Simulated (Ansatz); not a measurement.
Geometry optimisation, RKS r2SCAN-D4/def2-SVP (Ansatz).

Input:

```yaml
crystal:
  periodic: [false, false, false]
  atoms:
    - { symbol: O, position_ang: [-0.8613, 0.7665, 0.2681] }
    - { symbol: Al, position_ang: [0.367, -0.357, -0.3518] }
    - { symbol: F, position_ang: [1.1923, -1.092, 1.0379] }
    - { symbol: F, position_ang: [-0.3377, -1.6385, -1.3312] }
    - { symbol: F, position_ang: [1.5576, 0.5289, -1.3917] }
    - { symbol: H, position_ang: [-1.74696, 0.48008, -0.03622] }
    - { symbol: H, position_ang: [-0.7096, 1.65592, -0.17619] }
basis:
  gaussian: { orbitals: def2-SVP }
hamiltonian:
  xc: r2scan
  dispersion: d4
relax:
  f_tol: 0.015
  max_steps: 40
```

Command:

```bash
$ ansatz run input.yaml --threads 2 --pin off --max-ram 3072MiB --backend cpu --events-out ev --progress --plain --runs-dir out
```

Task: Where does it end, and by what steps?

Result: The forces met the threshold. After 7 steps the energy has fallen by 1.179 eV; F4 moved furthest, 0.25 Å.

| step | energy less start (eV) | largest force component (eV/Å) | accepted |
| --- | --- | --- | --- |
| 0 | 0.0000 | 5.385 | yes |
| 1 | -0.7971 | 2.553 | yes |
| 2 | -1.1310 | 0.717 | yes |
| 3 | -1.1483 | 0.386 | yes |
| 4 | -1.1756 | 0.110 | yes |
| 5 | -1.1784 | 0.045 | yes |
| 6 | -1.1793 | 0.024 | yes |
| 7 | -1.1794 | 0.005 | yes |

```xyz
7
Properties=species:S:1:pos:R:3
O -0.848 0.747 0.182
Al 0.543 -0.504 -0.368
F 1.242 -1.088 1.017
F -0.499 -1.511 -1.196
F 1.397 0.623 -1.253
H -1.707 0.454 -0.167
H -0.666 1.623 -0.196
```

Time of the run: 12 s on 2 threads of AMD EPYC 9R14 (Zen 4) (shared host), peak memory 0.19 GiB.
